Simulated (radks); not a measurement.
Results of a calculation; reference values are marked as such.
Correlation energies from several functionals, in hartree. Species: Yb [Xe] 4f14 6s2; Al3+ [Ne]. Code: a radial shooting solver on a logarithmic mesh with Libxc functionals. Model: non-relativistic Kohn-Sham, PBE, spin-polarised, spherical densities, point nucleus. Every spin shell is full or empty, so the densities are truly spherical. Functionals are evaluated on that one density, not self-consistently.

[
 {"functional": "PW92", "Yb": "-7.1096", "Al3+": "-0.84882"},
 {"functional": "VWN5", "Yb": "-7.1392", "Al3+": "-0.85320"},
 {"functional": "PZ", "Yb": "-7.1132", "Al3+": "-0.84595"},
 {"functional": "Wigner", "Yb": "-3.7651", "Al3+": "-0.53211"},
 {"functional": "Chachiyo", "Yb": "-7.0276", "Al3+": "-0.83373"},
 {"functional": "PBE", "Yb": "-4.1272", "Al3+": "-0.38267"},
 {"functional": "P86", "Yb": "-4.6532", "Al3+": "-0.43152"},
 {"functional": "PW91", "Yb": "-4.4351", "Al3+": "-0.42355"},
 {"functional": "AM05", "Yb": "-6.6764", "Al3+": "-0.76592"},
 {"functional": "OP (B88)", "Yb": "-3.6472", "Al3+": "-0.42416"},
 {"functional": "TPSS", "Yb": "-4.1278", "Al3+": "-0.38603"},
 {"functional": "revTPSS", "Yb": "-4.1678", "Al3+": "-0.39520"},
 {"functional": "SCAN", "Yb": "-4.1972", "Al3+": "-0.37217"},
 {"functional": "r2SCAN", "Yb": "-4.2156", "Al3+": "-0.37547"},
 {"functional": "Tao-Mo", "Yb": "-4.0284", "Al3+": "-0.34649"}
]
